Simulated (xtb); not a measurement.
Input file for xtb: GFN2-xTB on C3H4 (SMILES C=C=C).

```
$ xtb mol.xyz --gfn 2 --sp --chrg 0 --uhf 0
7

C      1.30011180     0.00845361    -0.00036618
C      0.00000004    -0.00000498    -0.00001003
C     -1.30011179    -0.00845173     0.00038635
H      1.86730044    -0.65446676    -0.64364986
H      1.85896072     0.67870257     0.64262347
H     -1.86751895     0.63099357    -0.66605092
H     -1.85874226    -0.65522629     0.66716718
```

**Question.** Predict the final total energy.

**Answer.** -8.3748 hartree.
